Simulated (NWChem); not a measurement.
System: cyclohexanone (C6H10O); SMILES O=C1CCCCC1

NWChem printed, in part:

```
             Northwest Computational Chemistry Package (NWChem) 7.3.0
             --------------------------------------------------------

 CS  symmetry detected

                             Geometry "geometry" -> ""
                             -------------------------

 Output coordinates in angstroms (scale by  1.889725989 to convert to a.u.)

  No.       Tag          Charge          X              Y              Z
 ---- ---------------- ---------- -------------- -------------- --------------
    1 O                    8.0000    -0.29896906     2.30622603     0.00000000
    2 C                    6.0000     0.07025719     1.15666347     0.00000000
    3 C                    6.0000     0.33105375     0.38542457     1.27889300
    4 C                    6.0000    -0.28917656    -1.01398606     1.25720300
    5 C                    6.0000     0.10070119    -1.78368293     0.00000000
    6 C                    6.0000    -0.28917656    -1.01398606    -1.25720300
    7 C                    6.0000     0.33105375     0.38542457    -1.27889300
    8 H                    1.0000     1.42921210     0.29382992     1.37642700
    9 H                    1.0000    -0.02421013     0.99201949     2.12407200
   10 H                    1.0000     0.00686214    -1.56735675     2.16257100
   11 H                    1.0000    -1.38888033    -0.92124966     1.29849700
   12 H                    1.0000    -0.37440723    -2.77786071     0.00000000
   13 H                    1.0000     1.19191570    -1.96157894     0.00000000
   14 H                    1.0000     0.00686214    -1.56735675    -2.16257100
   15 H                    1.0000    -1.38888033    -0.92124966    -1.29849700
   16 H                    1.0000    -0.02421013     0.99201949    -2.12407200
   17 H                    1.0000     1.42921210     0.29382992    -1.37642700

 Effective nuclear repulsion energy (a.u.)     309.7811904403

      Symmetry information
      --------------------

 Group name             Cs
 Group number              2
 Group order               2
 No. of unique centers    11

                                Z-matrix (autoz)
                                --------

 Units are Angstrom for bonds and degrees for angles

[...]

      ----------------------
      Optimization converged
      ----------------------

  Step       Energy      Delta E   Gmax     Grms     Xrms     Xmax
  ---- ---------------- -------- -------- -------- -------- --------
@   10    -304.13173405 -1.6D-06  0.00004  0.00001  0.00068  0.00164
                                     ok       ok       ok       ok

                                Z-matrix (autoz)
                                --------

 Units are Angstrom for bonds and degrees for angles

[...]

 Rotational Constants
 --------------------
 A=   0.136950 cm-1  (  0.197037 K)
 B=   0.082458 cm-1  (  0.118637 K)
 C=   0.057695 cm-1  (  0.083008 K)

 Temperature                      =   298.15K
 frequency scaling parameter      =   1.0000

 Zero-Point correction to Energy  =  113.098 kcal/mol  (  0.180232 au)
 Thermal correction to Energy     =  116.754 kcal/mol  (  0.186060 au)
 Thermal correction to Enthalpy   =  117.346 kcal/mol  (  0.187003 au)

 Total Entropy                    =   77.162 cal/mol-K
   - Translational                =   39.642 cal/mol-K (mol. weight =  98.0732)
   - Rotational                   =   27.294 cal/mol-K (symmetry #  =        1)
   - Vibrational                  =   10.225 cal/mol-K

 Cv (constant volume heat capacity) =   21.120 cal/mol-K
   - Translational                  =    2.979 cal/mol-K
   - Rotational                     =    2.979 cal/mol-K
   - Vibrational                    =   15.161 cal/mol-K

[normal modes left out]

 ----------------------------------------------------------------------------
 Normal Eigenvalue ||           Projected Infra Red Intensities
  Mode   [cm**-1]  || [atomic units] [(debye/angs)**2] [(KM/mol)] [arbitrary]
 ------ ---------- || -------------- ----------------- ---------- -----------
    1       -0.000 ||    0.000227           0.005         0.221       0.646
    2        0.000 ||    0.000250           0.006         0.243       0.712
    3        0.000 ||    0.000122           0.003         0.119       0.347
    4        0.000 ||    0.000071           0.002         0.070       0.203
    5        0.000 ||    0.000463           0.011         0.451       1.318
    6        0.000 ||    0.000463           0.011         0.451       1.320
    7      125.247 ||    0.001571           0.036         1.532       4.478
    8      210.666 ||    0.000735           0.017         0.717       2.095
    9      325.615 ||    0.000275           0.006         0.268       0.784
   10      430.704 ||    0.000322           0.007         0.314       0.917
   11      477.160 ||    0.001328           0.031         1.295       3.785
   12      524.422 ||    0.011152           0.257        10.871      31.781
   13      537.054 ||    0.000155           0.004         0.151       0.442
   14      733.996 ||    0.002040           0.047         1.988       5.813
   15      867.296 ||    0.000341           0.008         0.332       0.972
   16      928.306 ||    0.000565           0.013         0.551       1.611
   17      994.635 ||    0.000185           0.004         0.181       0.529
   18     1030.197 ||    0.001567           0.036         1.528       4.466
   19     1079.637 ||    0.004893           0.113         4.770      13.946
   20     1097.821 ||    0.002140           0.049         2.086       6.098
   21     1159.817 ||    0.001757           0.041         1.713       5.007
   22     1215.763 ||    0.000385           0.009         0.376       1.098
   23     1272.059 ||    0.004034           0.093         3.933      11.498
   24     1288.937 ||    0.000569           0.013         0.555       1.621
   25     1334.633 ||    0.000295           0.007         0.288       0.841
   26     1387.745 ||    0.020972           0.484        20.445      59.767
   27     1444.890 ||    0.032401           0.748        31.586      92.337
   28     1469.757 ||    0.000613           0.014         0.598       1.748
   29     1508.411 ||    0.001097           0.025         1.069       3.125
   30     1517.957 ||    0.000008           0.000         0.008       0.022
   31     1627.570 ||    0.009953           0.230         9.703      28.366
   32     1637.640 ||    0.004083           0.094         3.981      11.637
   33     1650.106 ||    0.002362           0.055         2.303       6.732
   34     1685.664 ||    0.009362           0.216         9.126      26.679
   35     1700.035 ||    0.000235           0.005         0.229       0.670
   36     1802.493 ||    0.000471           0.011         0.460       1.343
   37     1806.681 ||    0.002016           0.047         1.966       5.746
   38     1821.990 ||    0.000770           0.018         0.750       2.193
   39     1829.245 ||    0.000112           0.003         0.110       0.321
   40     1841.191 ||    0.000127           0.003         0.124       0.363
   41     2129.504 ||    0.037231           0.859        36.295     106.103
   42     3601.998 ||    0.000086           0.002         0.084       0.245
   43     3603.540 ||    0.002635           0.061         2.569       7.510
   44     3606.152 ||    0.003184           0.073         3.104       9.074
   45     3607.913 ||    0.003514           0.081         3.425      10.014
   46     3610.768 ||    0.002937           0.068         2.863       8.371
   47     3720.525 ||    0.001243           0.029         1.212       3.543
   48     3721.573 ||    0.001430           0.033         1.394       4.075
   49     3725.328 ||    0.000695           0.016         0.677       1.979
   50     3727.013 ||    0.000010           0.000         0.010       0.029
   51     3731.005 ||    0.005502           0.127         5.364      15.681
 ----------------------------------------------------------------------------
```

Level: Hartree-Fock/STO-3G. 

### Question
Write an input that gives this output.

### Answer
Several could match; the one computed here: the input that was run:
```
start job
memory heap 200 mb stack 900 mb global 1100 mb
geometry units angstroms
  O     -0.204356    -2.321054     0.000000
  C      0.126828    -1.159960     0.000000
  C      0.362095    -0.380554     1.278893
  C     -0.303866     0.997681     1.257203
  C      0.060463     1.779795     0.000000
  C     -0.303866     0.997681    -1.257203
  C      0.362095    -0.380554    -1.278893
  H      1.456643    -0.252859     1.376427
  H      0.026992    -0.998515     2.124072
  H     -0.026204     1.560497     2.162571
  H     -1.399921     0.868794     1.298497
  H     -0.447115     2.757794     0.000000
  H      1.145230     1.993516     0.000000
  H     -0.026204     1.560497    -2.162571
  H     -1.399921     0.868794    -1.298497
  H      0.026992    -0.998515    -2.124072
  H      1.456643    -0.252859    -1.376427
end
basis spherical
  * library sto-3g
end
dft
  xc hfexch
  iterations 150
end
driver
  maxiter 120
end
task dft optimize
task dft freq
```
